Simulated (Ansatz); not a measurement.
```yaml
crystal:
  periodic: [false, false, false]
  atoms:
    - {symbol: F, position_ang: [1.201878, -0.680952, 1.775009]}
    - {symbol: Si, position_ang: [0.187475, -1.009928, 0.600950]}
    - {symbol: F, position_ang: [0.882303, -2.044051, -0.380601]}
    - {symbol: Si, position_ang: [-0.210225, 0.970450, -0.592200]}
    - {symbol: F, position_ang: [-1.186790, 0.705731, -1.803736]}
    - {symbol: F, position_ang: [-0.886617, 2.054215, 0.334948]}
    - {symbol: F, position_ang: [1.119761, 1.589473, -1.169194]}
    - {symbol: H, position_ang: [-1.015483, -1.642136, 1.179124]}
basis:
  gaussian: {orbitals: pcseg-2, fitting: {mean_field: def2-universal-jkfit}}
hamiltonian: {xc: {name: PBE1PBE}}
```

```sh
$ ansatz run in.yaml --threads 4 --pin off --events-out ev --progress --plain --max-ram 10444MiB
```

It prints (some lines left out):

```
Error: YAML parse error: error: line 14 column 19: hamiltonian.xc: no functional is named "PBE1PBE"; the names, which are not case-sensitive, are SVWN5, SPW92, PBE, PBE0, PBEsol, revPBE, revPBE0, RPBE, rPW86-PBE, HSE06, wPBEh, LC-wPBE, HISS, HF, BLYP, B3LYP, B3LYP5, BHLYP, CAM-B3LYP, r2SCAN, r2SCANh, r2SCAN0, r2SCAN50, m-r2SCAN, B97, wB97, wB97X, wB97X-V, B97M-V, wB97M-V, B2PLYP, B2GP-PLYP, PBE0-DH, PBE-QIDH
12 | basis:
13 |   gaussian: {orbitals: pcseg-2, fitting: {mean_field: def2-universal-jkfit}}
14 | hamiltonian: {xc: {name: PBE1PBE}}
```

(1) What is wrong with this run?

Results:

(1) The method's name isn't one that the program takes here. The program refused the input.

HSE06 is defined as in plane-wave codes.
